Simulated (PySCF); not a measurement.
SMILES O=C=[OH+] (charge +1) (PBE0/def2-SVP optimised geometry):

```
4

O      1.430    -0.471     0.000
C      0.312    -0.366     0.000
O     -0.902    -0.366     0.000
H     -1.430     0.471     0.000
```

Level of theory: PySCF with PBE0/def2-TZVP.

**Question.** What are the frontier orbital energies?

**Answer.** HOMO-2 -23.09 eV, HOMO-1 -20.27 eV, HOMO -19.56 eV, LUMO -8.46 eV, LUMO+1 -7.47 eV.

On the same geometry PySCF with PBE/def2-TZVP gives HOMO-2 -20.88 eV, HOMO-1 -18.56 eV, HOMO -17.84 eV, LUMO -9.70 eV, LUMO+1 -8.75 eV.

Meta-Löwdin charges at PBE0/def2-TZVP: O1 -0.04, C2 0.79, O3 -0.23, H4 0.48.
